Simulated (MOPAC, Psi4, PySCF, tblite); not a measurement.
Interaction energy of CH3Cl ··· F4Si (SMILES CCl and F[Si](F)(F)F). Monomers: optimised at B3LYP-D3(BJ) (def2-TZVP), held rigid. Orientation: a random orientation, not optimised. The monomers approach along the line of their centres of mass (distance R); nothing else relaxes.

Geometry at R = 4.38 Å (first 5 atoms: monomer A):
```
10

C     -0.1538    -0.0002    -0.0007
Cl     1.6406     0.0021     0.0074
H     -0.4910    -0.5522    -0.8727
H     -0.4991    -0.4787     0.9107
H     -0.4967     1.0291    -0.0447
F     -0.8883    -1.7577     3.8272
Si     0.6262    -1.4613     4.1027
F      1.1262    -2.3633     5.2830
F      1.4643    -1.7737     2.8154
F      0.8025     0.0488     4.4852
```

Methods: AM1, restricted, heats of formation (MOPAC); GFN2-xTB (tblite); RKS-M06-2X/6-31G* = restricted M06-2X/6-31G*, spherical d, no counterpoise correction (PySCF 2.14.0); SAPT0/jun-cc-pVDZ, frozen core (Psi4).

Interaction energies in kcal/mol; the last columns give the difference from SAPT0:

```json
[
 {"R / Å": "3.77", "AM1": "5.72", "GFN2-xTB": "0.94", "RKS-M06-2X/6-31G*": "1.11", "SAPT0/jun-cc-pVDZ": "4.85", "AM1 − SAPT0/jun-cc-pVDZ": "0.87", "GFN2-xTB − SAPT0/jun-cc-pVDZ": "-3.91", "RKS-M06-2X/6-31G* − SAPT0/jun-cc-pVDZ": "-3.75"},
 {"R / Å": "3.98", "AM1": "3.00", "GFN2-xTB": "-0.30", "RKS-M06-2X/6-31G*": "-0.32", "SAPT0/jun-cc-pVDZ": "2.44", "AM1 − SAPT0/jun-cc-pVDZ": "0.56", "GFN2-xTB − SAPT0/jun-cc-pVDZ": "-2.74", "RKS-M06-2X/6-31G* − SAPT0/jun-cc-pVDZ": "-2.76"},
 {"R / Å": "4.18", "AM1": "1.83", "GFN2-xTB": "-0.71", "RKS-M06-2X/6-31G*": "-0.71", "SAPT0/jun-cc-pVDZ": "1.30", "AM1 − SAPT0/jun-cc-pVDZ": "0.52", "GFN2-xTB − SAPT0/jun-cc-pVDZ": "-2.02", "RKS-M06-2X/6-31G* − SAPT0/jun-cc-pVDZ": "-2.01"},
 {"R / Å": "4.38", "AM1": "1.24", "GFN2-xTB": "-0.81", "RKS-M06-2X/6-31G*": "-0.73", "SAPT0/jun-cc-pVDZ": "0.73", "AM1 − SAPT0/jun-cc-pVDZ": "0.51", "GFN2-xTB − SAPT0/jun-cc-pVDZ": "-1.54", "RKS-M06-2X/6-31G* − SAPT0/jun-cc-pVDZ": "-1.46"},
 {"R / Å": "4.54", "AM1": "0.96", "GFN2-xTB": "-0.78", "RKS-M06-2X/6-31G*": "-0.65", "SAPT0/jun-cc-pVDZ": "0.48", "AM1 − SAPT0/jun-cc-pVDZ": "0.48", "GFN2-xTB − SAPT0/jun-cc-pVDZ": "-1.26", "RKS-M06-2X/6-31G* − SAPT0/jun-cc-pVDZ": "-1.13"},
 {"R / Å": "4.77", "AM1": "0.71", "GFN2-xTB": "-0.67", "RKS-M06-2X/6-31G*": "-0.49", "SAPT0/jun-cc-pVDZ": "0.29", "AM1 − SAPT0/jun-cc-pVDZ": "0.42", "GFN2-xTB − SAPT0/jun-cc-pVDZ": "-0.96", "RKS-M06-2X/6-31G* − SAPT0/jun-cc-pVDZ": "-0.78"},
 {"R / Å": "5.12", "AM1": "0.48", "GFN2-xTB": "-0.49", "RKS-M06-2X/6-31G*": "-0.25", "SAPT0/jun-cc-pVDZ": "0.17", "AM1 − SAPT0/jun-cc-pVDZ": "0.31", "GFN2-xTB − SAPT0/jun-cc-pVDZ": "-0.66", "RKS-M06-2X/6-31G* − SAPT0/jun-cc-pVDZ": "-0.41"},
 {"R / Å": "5.37", "AM1": "0.37", "GFN2-xTB": "-0.38", "RKS-M06-2X/6-31G*": "-0.11", "SAPT0/jun-cc-pVDZ": "0.13", "AM1 − SAPT0/jun-cc-pVDZ": "0.24", "GFN2-xTB − SAPT0/jun-cc-pVDZ": "-0.51", "RKS-M06-2X/6-31G* − SAPT0/jun-cc-pVDZ": "-0.24"},
 {"R / Å": "5.89", "AM1": "0.22", "GFN2-xTB": "-0.22", "RKS-M06-2X/6-31G*": "0.02", "SAPT0/jun-cc-pVDZ": "0.09", "AM1 − SAPT0/jun-cc-pVDZ": "0.14", "GFN2-xTB − SAPT0/jun-cc-pVDZ": "-0.30", "RKS-M06-2X/6-31G* − SAPT0/jun-cc-pVDZ": "-0.07"},
 {"R / Å": "6.60", "AM1": "0.12", "GFN2-xTB": "-0.10", "RKS-M06-2X/6-31G*": "0.04", "SAPT0/jun-cc-pVDZ": "0.05", "AM1 − SAPT0/jun-cc-pVDZ": "0.07", "GFN2-xTB − SAPT0/jun-cc-pVDZ": "-0.15", "RKS-M06-2X/6-31G* − SAPT0/jun-cc-pVDZ": "-0.02"},
 {"R / Å": "7.61", "AM1": "0.06", "GFN2-xTB": "-0.03", "RKS-M06-2X/6-31G*": "0.01", "SAPT0/jun-cc-pVDZ": "0.03", "AM1 − SAPT0/jun-cc-pVDZ": "0.03", "GFN2-xTB − SAPT0/jun-cc-pVDZ": "-0.06", "RKS-M06-2X/6-31G* − SAPT0/jun-cc-pVDZ": "-0.02"},
 {"R / Å": "8.85", "AM1": "0.03", "GFN2-xTB": "-0.01", "RKS-M06-2X/6-31G*": "0.00", "SAPT0/jun-cc-pVDZ": "0.01", "AM1 − SAPT0/jun-cc-pVDZ": "0.01", "GFN2-xTB − SAPT0/jun-cc-pVDZ": "-0.02", "RKS-M06-2X/6-31G* − SAPT0/jun-cc-pVDZ": "-0.02"}
]
```

AM1 is furthest from SAPT0/jun-cc-pVDZ at 3.77 (0.87 kcal/mol, above); its mean absolute difference over the points is 0.35 kcal/mol.

GFN2-xTB is furthest from SAPT0/jun-cc-pVDZ at 3.77 (-3.91 kcal/mol, below); its mean absolute difference over the points is 1.18 kcal/mol.

RKS-M06-2X/6-31G* is furthest from SAPT0/jun-cc-pVDZ at 3.77 (-3.75 kcal/mol, below); its mean absolute difference over the points is 1.05 kcal/mol.
